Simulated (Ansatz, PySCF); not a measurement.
C2H6AlClO. Atoms are numbered in the order given.

```xyz
11

Al    -1.0361     0.6726     0.1561
H     -2.5022     1.2069     0.2578
Cl     0.4110     1.6789    -0.9911
O     -0.5886    -0.7298     0.9805
C      0.5516    -1.5461     1.0940
C      0.9283    -2.1782    -0.2384
H      1.4045    -0.9581     1.4825
H      0.3372    -2.3321     1.8389
H      1.1880    -1.4013    -0.9761
H      1.7974    -2.8459    -0.1256
H      0.0871    -2.7700    -0.6335
```
Charge 0, spin multiplicity 1.

Coordinates come from a ωB97X-D3(BJ)/def2-SVP optimisation. The structure was generated by enumeration; whether it is a known compound was not checked. The values are those of a single conformer.

Vertical ionisation energy (IE) and electron affinity (EA) in eV. Rows of orbital energies are one-electron estimates. Where ΔSCF, EOM or ADC give a negative EA the extra electron is unbound and the value depends on the basis.

| level | IE | EA |
|---|---|---|
| −ε(HOMO), −ε(LUMO), M06-2X/def2-TZVP (PySCF) | 9.83 | 0.26 |
| −ε(HOMO), −ε(LUMO), PBE/def2-TZVP (PySCF) | 6.81 | 1.55 |
| ΔSCF, PBE0/def2-SVPD (Ansatz), final states of multiplicity 2 and 2 | 10.45 | -0.65 |
| ΔSCF, PBE/def2-SVPD (Ansatz), final states of multiplicity 2 and 2 | 9.95 | -0.58 |

**Question.** What vertical singlet–triplet gap does ΔSCF give with PBE0/def2-SVPD (Ansatz, a first-principles code) and with PBE/def2-SVPD (Ansatz)? (An estimate is asked for; the answer gives what the named calculation found.)

**Answer.** 6.12 and 5.58 eV (triplet above singlet where positive).
